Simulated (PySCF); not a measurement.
Property card for `Cl[C@@H]1[C@@H](Cl)C12CC2`

Species: C₅H₆Cl₂.
Z-matrix (Å and degrees, GFN2-xTB geometry), rows numbered from 1:
```
Cl
C   1  1.7583
C   2  1.5118  1  118.21
Cl  3  1.7584  2  118.19  1   141.46
C   2  1.4772  1  119.47  3   -68.67
C   5  1.4815  2  137.09  3   131.54
C   5  1.4814  2  138.32  3  -130.21
H   2  1.0819  1  111.50  3   143.68
H   3  1.0819  2  119.20  5   109.81
H   6  1.0796  5  118.07  7  -108.23
H   6  1.0798  5  117.69  7   108.46
H   7  1.0799  5  117.72  6   108.42
H   7  1.0797  5  118.05  6  -108.22
```

Some functional groups and rings: C–Cl bond and cyclopropane ring.

From GFN2-xTB geometry:

| Property | Result |
| --- | --- |
| Point group of the GFN2-xTB geometry | C2 |
| Rotational constants A, B, C of the GFN2-xTB geometry | 2.198, 1.374, 0.919 GHz |

PBE0/def2-SVPD ground state and vertical TDDFT (core frozen in the response) (PySCF):

| Property | Result |
| --- | --- |
| Dipole moment | 1.90 D |
| HOMO energy | -7.81 eV |
| LUMO energy | -0.09 eV |
| HOMO–LUMO gap | 7.72 eV |
| Lowest singlet excitation | 6.30 eV (197 nm, f = 0.013) |
| Strongest line among the 6 lowest singlet transitions | S6 at 7.73 eV (160 nm, f = 0.058) |
| Lowest triplet excitation (Tamm–Dancoff) | 5.73 eV |
| Static isotropic polarisability | 83.9 au |
| Electronic spatial extent ⟨r²⟩ about the centre of nuclear charge | 1200 bohr² |

PBE0/pcSseg-1 ground state and GIAO shieldings, non-relativistic (PySCF):

| Property | Result |
| --- | --- |
| Lowest Hirshfeld atomic charge | -0.08 e on C6/C7 |
| Highest Hirshfeld atomic charge | +0.06 e on H10/H13 |
| 13C chemical shifts (computed TMS as zero) by class | 49.9 (C2/C3), 27.7 (C5), 12.1 (C6/C7) ppm |
| 1H chemical shifts (computed TMS as zero) by class | 3.35 (H8/H9), 1.26 (H11/H12), 1.15 (H10/H13) ppm |
| Isotropic shieldings of nuclei other than C and H, by class | 825 (Cl1/Cl4) ppm |
| Mayer bond orders between heavy atoms | Cl1–C2 1.02, C2–C3 0.88, C3–Cl4 1.02, C3–C5 0.87, C5–C6 0.93, C6–C7 1.00, C5–C2 0.87, C7–C5 0.93 |

Monoisotopic mass from the formula: 135.9847 u.

S1 lies 1.42 eV below the HOMO–LUMO gap; its leading configuration is HOMO→LUMO, weight 0.97. The vertical singlet–triplet gap S1 − T1 is 0.57 eV (TDDFT singlet less Tamm–Dancoff triplet; S1: HOMO→LUMO, weight 0.97; T1: HOMO→LUMO, weight 0.92). The principal polarisabilities are 68.0, 88.7 and 95.1 au; their mean is the isotropic value. The polarisability is 12.44 Å³ as a volume (1 au = 0.148185 Å³), or 1.20 au for each of the 70 electrons.

Geometry: GFN2-xTB; no solvent, vibrations or thermal averaging.

For the NMR shielding job (PBE0/pcSseg-1), the run took 22 s on one thread, Arm Neoverse V1 (aarch64), no GPU (shared host), and the process peaked at 0.74 GiB of memory.
